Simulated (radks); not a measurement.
Values are calculated unless marked as measured or tabulated.
Code: a radial shooting solver on a logarithmic mesh with Libxc functionals. Model: scalar-relativistic Kohn-Sham, LDA (Slater exchange, Perdew-Wang correlation), spin-unpolarised, spherical densities, finite nucleus; Fermi nuclear charge, rms radius of each element as measured or else 0.836 A^(1/3) + 0.57 fm. Response by self-consistent Sternheimer equations with the Hartree and adiabatic LDA kernel, the relativistic mass of each level held fixed and spin-orbit coupling left out. Rank Ar8+, Ne, S6+, Mg2+, Si4+, P5+, Al3+, Cl7+ (NIST ground configurations) by static dipole polarisability, largest first.

Answer. Ne 3.057, Mg2+ 0.5135, Al3+ 0.2831, Si4+ 0.1713, P5+ 0.1106, S6+ 0.07490, Cl7+ 0.05270, Ar8+ 0.03824 bohr^3.
